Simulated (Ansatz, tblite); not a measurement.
Cost and result up the ladder for `C=CCCCCCCCCC[S][Cu]` (34 atoms). The state is a singlet with charge 0. Geometry: PBE-D4/def2-SVP.

```xyz
34

C    -3.9343   -3.4966   -2.5600
C    -2.6261   -3.1860   -2.5887
C    -1.6476   -3.4592   -1.4797
C    -1.0677   -2.1939   -0.8142
C    -0.2086   -1.3220   -1.7378
C     0.3518   -0.0562   -1.0744
C     1.3747   -0.3137    0.0394
C     1.9987    0.9549    0.6363
C     1.0186    1.8564    1.3957
C     1.6880    3.0774    2.0327
C     0.7293    3.9720    2.8172
S     1.4838    5.5161    3.4802
Cu    3.2419    4.6993    4.3389
H    -4.6043   -3.2606   -3.4016
H    -4.3840   -4.0044   -1.6894
H    -2.2263   -2.6804   -3.4874
H    -2.1407   -4.0856   -0.7062
H    -0.8010   -4.0637   -1.8804
H    -1.9050   -1.5838   -0.4072
H    -0.4652   -2.5121    0.0636
H     0.6330   -1.9327   -2.1391
H    -0.8101   -1.0195   -2.6218
H    -0.4966    0.5448   -0.6779
H     0.8302    0.5785   -1.8534
H     0.9041   -0.9012    0.8591
H     2.1853   -0.9596   -0.3661
H     2.4840    1.5450   -0.1744
H     2.8210    0.6630    1.3268
H     0.5060    1.2588    2.1839
H     0.2136    2.2041    0.7114
H     2.1972    3.6897    1.2569
H     2.4989    2.7457    2.7277
H    -0.0896    4.3236    2.1508
H     0.2468    3.4019    3.6392
```

Ansatz on 4 threads of AMD EPYC 9R45 on a shared host; xTB runs through tblite on one thread. Times are rough, summed over both states, and most runs start from the orbitals of an earlier one. No level here is sound enough to serve as a yardstick. The other state is a doublet.

The xTB rows come from tblite. HOMO above LUMO, or a gap near zero within one spin, warns that the state may not be the lowest or that an electron is smeared out.

Raw xTB energies of ions are shifted by several eV.

```tsv
level	functions	vertical IE (eV)	remarks
GFN1-xTB	104	13.05	–
GFN2-xTB	83	11.74	–
PBE-D4/def2-SVP	308	7.02	gap within one spin near zero (+1 doublet), restricted SCF unstable in HF (singlet)
PBE0-D4/def2-SVP	308	7.44	restricted SCF unstable in HF (singlet)
```

Problem. Estimate how long each takes.

Solution. GFN2-xTB 0.066 s; GFN1-xTB 0.096 s; PBE-D4/def2-SVP 8.1 s; PBE0-D4/def2-SVP 19 s. On shared hardware such times vary by a factor of up to 3.
